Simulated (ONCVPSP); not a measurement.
**An all-electron radial function and its pseudo partner (Ba (Z = 56))**

Columns: radius, all-electron u(r) and pseudo u(r) of the 5p shell (level -24.36 eV) of barium in the configuration [Kr] 4d10 5s2 5p6 6s1; PBE, scalar-relativistic, ONCV scheme, ONCVPSP 4.0.1.

```csv
r (bohr),all-electron,pseudo
0.148,0.1641,0.0137
0.295,0.1245,0.0540
0.443,-0.3113,0.1198
0.590,-0.4211,0.2070
0.738,-0.2367,0.3114
0.885,0.0567,0.4237
1.033,0.3420,0.5362
1.180,0.5648,0.6375
1.328,0.7173,0.7202
1.475,0.8038,0.7766
1.623,0.8380,0.8049
1.770,0.8326,0.8052
1.918,0.7996,0.7811
2.065,0.7492,0.7387
2.213,0.6884,0.6834
2.360,0.6238,0.6218
2.508,0.5584,0.5578
2.655,0.4957,0.4955
2.802,0.4368,0.4367
2.950,0.3822,0.3822
3.098,0.3327,0.3327
3.245,0.2888,0.2887
3.393,0.2494,0.2494
3.540,0.2150,0.2150
3.688,0.1847,0.1847
3.835,0.1585,0.1584
```

How many radial nodes do the two functions have?

The all-electron 5p function has n − l − 1 = 3 (the table is too coarse to show those close to the nucleus); the pseudo-wave has 0, since the states of the same l below it are removed with the core.

At about which radius was the pseudo-wave matched?

2.90 bohr. The columns agree to 0.0005 from 2.65 bohr on; several derivatives are matched, so the curves merge somewhat inside the radius.

Is the pseudo-wave norm-conserving?

Yes: the ONCV scheme keeps the norm inside the radius equal to the all-electron one, which fixes the energy derivative of the logarithmic derivative at the level.
